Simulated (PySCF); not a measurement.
Vertical excitations of a molecule C5H7F from TDA-PBE/def2-SVPD in PySCF, as energy in eV (oscillator strength): 5.38 (0.002), 5.73 (0.012), 6.50 (0.014), 6.69 (0.047), 6.94 (0.010), 6.96 (0.037), 7.13 (0.015), 7.32 (0.065), 7.44 (0.049), 7.60 (0.034). Lowest triplet (TDA): 4.43 eV. Geometry: B3LYP-D3(BJ)/def2-SVP. The values are those of a single conformer.

### Question
Which structure fits?
A) C=CC(F)C=C
B) FC1=CCCC1
C) C#CC(C)(C)F
D) CC1=C(F)CC1

### Answer
A, C=CC(F)C=C
